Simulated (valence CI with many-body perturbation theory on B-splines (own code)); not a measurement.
Missing levels of Pr53+

Computed by configuration interaction combined with many-body perturbation theory (CI+MBPT): four valence electrons over a frozen Dirac-Fock core [He], radial functions for each j: 11 s, 11 p, 9 d, 7 f, 5 g, 2 h, 1 i, with the one-electron correlation potential Σ1 (screened to all orders), the two-electron term Σ2, the three-electron term Σ3, Breit, model QED; selected single and double excitations, second order for the rest (own B-spline code, finite nucleus).

No measured spectrum was set against this ion. As an estimate, large intervals hold to a few tenths of a per cent, small ones and those within an open d or f shell to about a per cent. Among the levels kept, up to 270 cm⁻¹ of a level comes from second order outside the variational space, and about a tenth of that is noise between levels of different J, which matters for small intervals.

| Level | E (× 10³ cm⁻¹) |
| --- | --- |
| (2s^2 2p1/2^2) J=0 | 0.00 |
| (2s^2 2p1/2 2p3/2) J=1 | 4021.4 |
| (2s^2 2p1/2 2p3/2) J=2 | ? |
| (2s 2p1/2^2 2p3/2) J=2 | 5731.7 |
| (2s 2p1/2^2 2p3/2) J=1 | 6272.3 |
| (2s^2 2p3/2^2) J=2 | 8295.4 |
| (2s^2 2p3/2^2) J=0 | 8664.4 |
| (2s 2p1/2 2p3/2^2) J=2 [a] | ? |
| (2s 2p1/2 2p3/2^2) J=3 | 9899.3 |
| (2s 2p1/2 2p3/2^2) J=0 | 10244 |
| (2s 2p1/2 2p3/2^2) J=1 [a] | 10380 |
| (2s 2p1/2 2p3/2^2) J=2 [b] | ? |
| (2s 2p1/2 2p3/2^2) J=1 [b] | ? |
| (2p1/2^2 2p3/2^2) J=2 | ? |
| (2p1/2^2 2p3/2^2) J=0 | 12684 |
| (2s 2p3/2^3) J=2 | 14255 |
| (2s 2p3/2^3) J=1 | 14772 |
| (2p1/2 2p3/2^3) J=1 | 16395 |
| (2p1/2 2p3/2^3) J=2 | 16534 |
| (2p3/2^4) J=0 | ? |

Levels are named by their leading jj configuration (3d3/2^4 stands for four electrons in 3d with j = 3/2), which in mixed levels can hold well under half, so a name can repeat and another be missing. Letters in brackets count levels of one name in rising energy.

Question: The levels stand in rising order. What does the calculation give for the missing energies?

Answer: (2s^2 2p1/2 2p3/2) J=2 4155.9; (2s 2p1/2 2p3/2^2) J=2 [a] 9592.8; (2s 2p1/2 2p3/2^2) J=2 [b] 10462; (2s 2p1/2 2p3/2^2) J=1 [b] 10489; (2p1/2^2 2p3/2^2) J=2 12287; (2p3/2^4) J=0 20843.
